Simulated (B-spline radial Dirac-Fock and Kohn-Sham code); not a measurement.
# Elastic scattering of 50 keV electrons by neutral sulfur

Method: relativistic (Dirac) partial waves in the static field of the Dirac-Fock atom with Furness-McCarthy exchange, without polarisation or absorption potentials. Computed with a B-spline atomic structure program.

| θ (°) | dσ/dΩ (Å²/sr) | Sherman function |
| --- | --- | --- |
| 0 | 31.5 | 0.000 |
| 1 | 13.9 | 0.000 |
| 2 | 3.17 | 0.000 |
| 3 | 0.922 | 0.000 |
| 5 | 0.194 | 0.000 |
| 7 | 0.0676 | 0.000 |
| 10 | 0.0196 | 0.000 |
| 15 | 0.00431 | 0.000 |
| 20 | 0.00145 | -0.001 |
| 25 | 0.000626 | -0.001 |
| 30 | 0.000315 | -0.002 |
| 40 | 0.000107 | -0.005 |
| 50 | 4.66e-05 | -0.008 |
| 60 | 2.38e-05 | -0.013 |
| 70 | 1.37e-05 | -0.017 |
| 80 | 8.57e-06 | -0.021 |
| 90 | 5.77e-06 | -0.025 |
| 100 | 4.12e-06 | -0.028 |
| 110 | 3.09e-06 | -0.030 |
| 120 | 2.43e-06 | -0.030 |
| 130 | 1.99e-06 | -0.029 |
| 140 | 1.70e-06 | -0.026 |
| 150 | 1.50e-06 | -0.021 |
| 160 | 1.38e-06 | -0.015 |
| 170 | 1.31e-06 | -0.008 |
| 180 | 1.28e-06 | 0.000 |

The total elastic cross section is 0.0602 Å², the first transport cross section 0.000230 Å² and the second, weighted with (3/2) sin²θ, 0.000584 Å². The mean deflection is ⟨1 − cos θ⟩ = 0.00382, and 0.029 % of the collisions scatter beyond 90°.

Phase shifts modulo π (rad) for κ = −1 to −5: 1.089, 0.810, 0.671, 0.581, 0.515.
